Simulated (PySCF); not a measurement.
CF, SMILES [C]F (connectivity only; charge and spin as stated), charge +1, multiplicity 1. Heavy atoms are numbered as in [C:1][F:2].

Geometry: PBE0-D3(BJ)/def2-TZVPD.

Level of theory: B3LYP/pcSseg-2 in PySCF.

GIAO shieldings, no solvent; atoms alike by connectivity are averaged. δ = σ(ref) − σ: ¹³C against TMS (σ = 181.3 ppm); ¹⁹F against CFCl3 (σ = 159.6 ppm), references at their B3LYP-D3(BJ)/def2-TZVP geometries, non-relativistic.

Question: Estimate the chemical shifts. (Estimate from the structure and the level; the computed values follow.)

Answer: 
| nucleus | atoms | count | δ (ppm) |
|---|---|---|---|
| ¹³C | C1 | 1 | 238.3 |
| ¹⁹F | F2 | 1 | 256.5 |
